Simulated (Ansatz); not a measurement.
Born–Oppenheimer molecular dynamics of F3GeH3S (8 atoms, charge 0, multiplicity 1). It starts at the highest image of a converged band. Of that band: Neighbouring images differ by up to 2.0 eV, so the band resolves the path poorly. A vibrational analysis at the climbing image gives one clearly imaginary mode, 1433i cm⁻¹: a first-order saddle point.

All numbers below come from Ansatz 0.2.0, RKS B3LYP-D4/def2-SVP.

```
ensemble                      : NVE (velocity Verlet)
time step                     : 0.5 fs
steps asked                   : 200
starting velocities drawn for : 300 K
seed                          : 6955
```

Frames 2.5 fs apart, positions in Å, forces in eV/Å.

Velocities at 35.0 fs (Å/ps):

```
Ge 0.08 2.52 -5.16
H 26.57 -33.65 96.56
F -1.39 -2.54 -0.19
F 10.11 6.40 2.02
F -4.11 0.38 0.65
H 48.10 -39.95 96.13
S -4.94 -5.96 4.26
H -10.13 1.51 -2.70
```

```xyz
8
Properties=species:S:1:pos:R:3:forces:R:3 time_fs=35.0 energy_less_start_eV=-1.467 T=2193
Ge -0.475 -0.433 -0.208 -0.05 -0.16 -0.89
H 1.338 -1.057 3.301 1.14 0.23 -1.08
F -0.209 -1.675 -1.395 -0.13 0.42 -0.11
F -1.175 -1.504 0.942 0.58 0.12 0.71
F -1.772 0.697 -0.213 -0.66 0.11 -0.22
H 1.936 -0.934 2.761 -1.16 -0.22 1.04
S 1.083 1.053 -0.760 0.74 -1.15 0.08
H 0.516 1.997 -0.029 -0.46 0.66 0.47
8
Properties=species:S:1:pos:R:3:forces:R:3 time_fs=37.5 energy_less_start_eV=-1.560 T=2310
Ge -0.475 -0.427 -0.222 -0.38 -0.24 -0.78
H 1.437 -1.135 3.512 0.08 0.01 -0.10
F -0.213 -1.680 -1.396 -0.14 0.42 -0.14
F -1.149 -1.488 0.948 0.54 0.06 0.77
F -1.784 0.698 -0.212 -0.55 0.00 -0.25
H 2.023 -1.040 3.030 -0.09 0.00 0.07
S 1.071 1.037 -0.749 0.63 -0.25 0.45
H 0.480 2.015 -0.026 -0.08 0.00 -0.01
8
Properties=species:S:1:pos:R:3:forces:R:3 time_fs=40.0 energy_less_start_eV=-1.541 T=2287
Ge -0.475 -0.421 -0.236 -0.77 -0.33 -0.59
H 1.533 -1.213 3.722 -1.36 -0.16 0.97
F -0.217 -1.685 -1.397 -0.15 0.40 -0.19
F -1.121 -1.471 0.957 0.51 0.03 0.78
F -1.796 0.699 -0.212 -0.41 -0.12 -0.28
H 2.112 -1.145 3.300 1.35 0.16 -0.99
S 1.061 1.021 -0.738 0.54 0.64 0.74
H 0.438 2.035 -0.022 0.29 -0.62 -0.44
8
Properties=species:S:1:pos:R:3:forces:R:3 time_fs=42.5 energy_less_start_eV=-1.561 T=2314
Ge -0.476 -0.415 -0.250 -1.20 -0.46 -0.35
H 1.575 -1.297 3.970 1.27 0.10 -0.85
F -0.222 -1.688 -1.399 -0.16 0.36 -0.25
F -1.091 -1.455 0.968 0.50 0.03 0.74
F -1.811 0.700 -0.212 -0.25 -0.25 -0.32
H 2.254 -1.244 3.528 -1.28 -0.10 0.83
S 1.052 1.006 -0.725 0.89 0.82 0.52
H 0.412 2.020 -0.042 0.22 -0.50 -0.33
8
Properties=species:S:1:pos:R:3:forces:R:3 time_fs=45.0 energy_less_start_eV=-1.624 T=2393
Ge -0.477 -0.410 -0.265 -1.62 -0.63 -0.07
H 1.674 -1.377 4.181 0.30 0.01 -0.19
F -0.227 -1.690 -1.401 -0.18 0.30 -0.31
F -1.060 -1.438 0.982 0.51 0.07 0.65
F -1.826 0.700 -0.213 -0.09 -0.37 -0.36
H 2.340 -1.346 3.794 -0.30 -0.01 0.18
S 1.044 0.992 -0.711 1.63 0.36 -0.07
H 0.396 1.979 -0.080 -0.24 0.27 0.17
8
Properties=species:S:1:pos:R:3:forces:R:3 time_fs=47.5 energy_less_start_eV=-1.591 T=2353
Ge -0.481 -0.405 -0.279 -1.98 -0.81 0.23
H 1.779 -1.457 4.386 -1.65 -0.02 0.82
F -0.233 -1.691 -1.405 -0.21 0.23 -0.36
F -1.028 -1.421 0.997 0.51 0.13 0.52
F -1.841 0.698 -0.216 0.06 -0.47 -0.40
H 2.419 -1.450 4.065 1.65 0.02 -0.83
S 1.039 0.979 -0.697 2.10 0.26 -0.36
H 0.368 1.953 -0.109 -0.48 0.67 0.38
8
Properties=species:S:1:pos:R:3:forces:R:3 time_fs=50.0 energy_less_start_eV=-1.627 T=2399
Ge -0.485 -0.401 -0.294 -2.21 -0.95 0.53
H 1.820 -1.537 4.624 1.33 -0.03 -0.58
F -0.239 -1.691 -1.409 -0.25 0.14 -0.42
F -0.993 -1.404 1.014 0.51 0.19 0.37
F -1.857 0.696 -0.220 0.15 -0.55 -0.44
H 2.562 -1.552 4.303 -1.34 0.03 0.58
S 1.039 0.967 -0.684 1.78 1.14 -0.02
H 0.314 1.962 -0.119 0.02 0.02 -0.02
8
Properties=species:S:1:pos:R:3:forces:R:3 time_fs=52.5 energy_less_start_eV=-1.670 T=2453
Ge -0.492 -0.397 -0.308 -2.29 -1.05 0.80
H 1.919 -1.619 4.837 0.51 -0.02 -0.20
F -0.246 -1.691 -1.415 -0.29 0.07 -0.46
F -0.957 -1.386 1.032 0.49 0.26 0.21
F -1.871 0.691 -0.225 0.21 -0.60 -0.47
H 2.646 -1.652 4.566 -0.51 0.02 0.19
S 1.041 0.956 -0.671 1.36 1.88 0.27
H 0.262 1.972 -0.129 0.52 -0.55 -0.34
8
Properties=species:S:1:pos:R:3:forces:R:3 time_fs=55.0 energy_less_start_eV=-1.673 T=2458
Ge -0.501 -0.395 -0.322 -2.19 -1.10 1.02
H 2.034 -1.701 5.042 -1.88 0.14 0.56
F -0.254 -1.690 -1.423 -0.34 0.01 -0.48
F -0.920 -1.368 1.051 0.46 0.31 0.04
F -1.885 0.684 -0.232 0.22 -0.61 -0.50
H 2.715 -1.753 4.836 1.88 -0.14 -0.57
S 1.046 0.949 -0.657 1.37 1.77 0.17
H 0.239 1.953 -0.158 0.48 -0.37 -0.25
8
Properties=species:S:1:pos:R:3:forces:R:3 time_fs=57.5 energy_less_start_eV=-1.737 T=2541
Ge -0.511 -0.393 -0.334 -1.90 -1.11 1.18
H 2.077 -1.778 5.269 1.32 -0.14 -0.32
F -0.263 -1.690 -1.431 -0.39 -0.02 -0.47
F -0.881 -1.348 1.070 0.42 0.35 -0.13
F -1.899 0.676 -0.240 0.20 -0.59 -0.52
H 2.856 -1.858 5.084 -1.32 0.14 0.32
S 1.054 0.946 -0.643 1.76 0.95 -0.17
H 0.241 1.915 -0.200 -0.08 0.42 0.12
8
Properties=species:S:1:pos:R:3:forces:R:3 time_fs=60.0 energy_less_start_eV=-1.802 T=2623
Ge -0.523 -0.392 -0.346 -1.46 -1.05 1.29
H 2.176 -1.861 5.484 0.71 -0.09 -0.13
F -0.274 -1.690 -1.442 -0.44 -0.03 -0.44
F -0.840 -1.327 1.089 0.35 0.37 -0.28
F -1.912 0.666 -0.250 0.12 -0.54 -0.53
H 2.940 -1.958 5.345 -0.71 0.09 0.13
S 1.065 0.944 -0.630 1.80 0.42 -0.30
H 0.240 1.900 -0.236 -0.37 0.82 0.26
8
Properties=species:S:1:pos:R:3:forces:R:3 time_fs=62.5 energy_less_start_eV=-1.830 T=2661
Ge -0.536 -0.393 -0.356 -0.88 -0.92 1.36
H 2.301 -1.947 5.692 -2.01 0.31 0.23
F -0.285 -1.689 -1.454 -0.49 -0.02 -0.39
F -0.799 -1.306 1.107 0.27 0.37 -0.41
F -1.924 0.654 -0.262 -0.02 -0.46 -0.53
H 2.999 -2.054 5.611 2.01 -0.31 -0.23
S 1.079 0.943 -0.617 0.95 0.85 -0.03
H 0.221 1.928 -0.258 0.18 0.17 0.01
```

Of the whole run (100 fs, mean temperature of the second half 2642 K): The conserved energy stayed within 0.18 meV per atom of its start (net change 0.092 meV per atom), so the integration is sound. The system heated up, since it started high on the potential surface and ran downhill. A run of 0.1 ps of so small a system gives no equilibrium averages. The orbitals stay closed-shell, which can raise the energy where a bond breaks towards radicals; this wasn't checked here.

Run time: 11 min on 2 threads of Arm Neoverse V1, on a shared host, peak memory 0.26 GiB.
